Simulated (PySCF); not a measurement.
**Dipole moment and polarisability of TiBr(NMe2)3**

Compound: TiBr(NMe2)3, C6H18BrN3Ti (singlet state).
Cartesian coordinates in Å at the PBE0-D3(BJ)/def2-SVP level; atoms count from 1:
```
atom  x, y, z in Å
Ti1   -0.073    0.069    0.715
Br2   -0.313    0.326    3.121
N3     1.715    0.109    0.192
C4     2.431    0.953   -0.721
C5     2.531   -0.837    0.911
H6     3.204    1.555   -0.204
H7     1.740    1.640   -1.228
H8     2.949    0.359   -1.499
H9     1.915   -1.435    1.605
H10    3.043   -1.542    0.227
H11    3.305   -0.336    1.524
N12   -0.941    1.442   -0.198
C13   -1.956    1.429   -1.212
C14   -0.563    2.752    0.269
H15   -2.897    1.894   -0.860
H16   -2.175    0.396   -1.518
H17   -1.634    1.988   -2.113
H18    0.215    2.678    1.049
H19   -0.156    3.379   -0.549
H20   -1.417    3.294    0.720
N21   -0.799   -1.546    0.130
C22   -2.153   -1.747    0.583
C23   -0.239   -2.640   -0.609
H24   -2.852   -1.899   -0.263
H25   -2.507   -0.870    1.153
H26   -2.238   -2.621    1.257
H27    0.790   -2.406   -0.917
H28   -0.220   -3.573   -0.013
H29   -0.826   -2.853   -1.524
```

Level: wB97X-D/def2-SVPD (PySCF), static field, nuclei fixed, core orbitals frozen in the response. The polarisability tensor in these axes (au):

```
x   171.42   0.30   1.19
y     0.30 171.71  -1.58
z     1.19  -1.58 156.75
```

**Question.** Diagonalise the tensor; give its mean and Δα, where Δα² is half the sum of the squared differences of the eigenvalues.

**Answer.** Principal values 156.49, 171.45 and 171.95 au; mean 166.63 au = 24.69 Å³ = 27.47 × 10⁻⁴⁰ C²·m²/J; Δα = 15.21 au (9 % of the mean).

**Question.** What is the dipole moment, and where does it point?

**Answer.** (0.39, -0.41, -3.91) D, 3.95 D in size, pointing from the negative to the positive side. Measured along this direction, the outermost atoms are Br2 at the negative end and H8, H29 and H17 at the positive end.

**Question.** Form Σ f/ω² (atomic units) for the 15 lowest TDDFT singlets, given as eV and f, and set it beside the mean polarisability, which is this sum over all singlets: 4.18, 0.0028; 4.19, 0.0038; 4.20, 0.0009; 4.53, 0.0619; 4.53, 0.0662; 4.58, 0.0174; 4.97, 0.0608; 4.98, 0.0569; 5.17, 0.0096; 5.42, 0.0031; 5.44, 0.0045; 5.47, 0.0015; 5.57, 0.0867; 5.57, 0.0859; 5.59, 0.0318.

**Answer.** They add up to 14.44 au, 8.7 % of the 166.63 au; the largest single term is 2.38 au, from the state at 4.53 eV. Terms in order: 0.12, 0.16, 0.04, 2.23, 2.38, 0.62, 1.82, 1.70, 0.27, 0.08, 0.11, 0.04, 2.07, 2.05, 0.75 au. Higher excitations give the rest. The strengths listed sum to 0.494.

**Question.** What depolarisation ratio follows for Rayleigh scattering of linearly polarised light, taking the static tensor?

**Answer.** ρ = 3Δα²/(45ᾱ² + 4Δα²) = 694.4/(1249409 + 925.8) = 0.000555.

**Question.** What are the principal values of the traceless quadrupole moment, Θ = ½Σq(3rr − r²1), about the centre of nuclear charge?

**Answer.** -13.02, 6.47, 6.54 D·Å. The values depend on the origin, since the dipole doesn't vanish. The electronic extent ⟨r²⟩ about the same centre is 3010 bohr², a root-mean-square distance of 2.53 Å for the 132 electrons.

**Question.** Find the Langevin capture rate constant for NO+ (29.998 u) meeting this molecule (259.016 u), k = 2.342 × 10⁻⁹ cm³/s × √(α in Å³ / reduced mass in u).

**Answer.** The reduced mass is 26.88 u, so k = 2.24 × 10⁻⁹ cm³/s. The formula leaves out the permanent dipole, which adds to the capture rate.

Geometry: PBE0-D3(BJ)/def2-SVP; no solvent, vibrations or thermal averaging. The calculation is non-relativistic, for bromine too.

The run behind these numbers computed excited states as well. Hardware: Intel Xeon 6975P-C, 2 threads, on a shared host. Cost: 3.0 min wall, 6.5 min CPU (grids of density and orbitals included), 3.6 GiB resident at most.
